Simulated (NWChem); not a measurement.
System: C$_{4}$H$_{4}$O$_{2}$; SMILES Oc1ccoc1

```xyz
10

O     -0.0974    -2.0636     0.0000
C     -0.0270    -0.7178     0.0000
C      1.1405     0.1120     0.0000
C      0.6736     1.3942     0.0000
O     -0.6648     1.4132     0.0000
C     -1.1005     0.1295     0.0000
H      0.7938    -2.4242     0.0000
H      2.1823    -0.2043     0.0000
H      1.1738     2.3596     0.0000
H     -2.1729    -0.0360     0.0000
```
Atoms are numbered in this order, from 1.

All runs: NWChem. Medium grid unless said otherwise, to which SCAN and Minnesota functionals are sensitive. Geometry: optimised at PBE0/def2-SVP.

Problem. Estimate the computed values for M06-2X/def2-SVP. Quantities: highest occupied level (eV); orbital gap (eV); dipole (D).

Solution. 
- highest occupied level (eV): -7.28
- orbital gap (eV): 8.78
- dipole (D): 2.04
